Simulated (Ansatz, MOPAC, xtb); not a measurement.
Torsion F1–Ga2–Se4–H5 in F2GaHSe (SMILES [F][Ga]([F])[SeH]); at each angle all else is relaxed with GFN2-xTB, and the levels are single points there.
Geometry at 0° (charge 0, multiplicity 1):
```xyz
5

F     -1.4195     1.5363     0.1886
Ga    -0.6782    -0.0665     0.1858
F     -1.7707    -1.3393    -0.3371
Se     1.5230    -0.2996     0.8345
H      1.6113     1.1279     1.0690
```

On the grid 0° to 330°, 90° is the highest and 0° the lowest point at MP2/CBS(cc-pVTZ, cc-pVQZ) + ΔCCSD(T)/cc-pVTZ.

The state that PM6, PM7 reach isn't checked; PM7 holds dispersion and hydrogen-bond terms.

Programs: Ansatz (Gaussian orbitals); MOPAC for PM6, PM7 (differences of heats of formation); xtb for the GFN methods. 

Task: One of these levels gives 4.90 kcal/mol for the energy at 90° less that at 0°. Which one is it?
A. PM6
B. r2SCAN/def2-TZVPP
C. PM7
D. GFN2-xTB

Result: B, r2SCAN/def2-TZVPP. The others give 3.47 (PM6), -3.56 (PM7), 2.22 (GFN2-xTB)

Ansatz is an electronic-structure program.
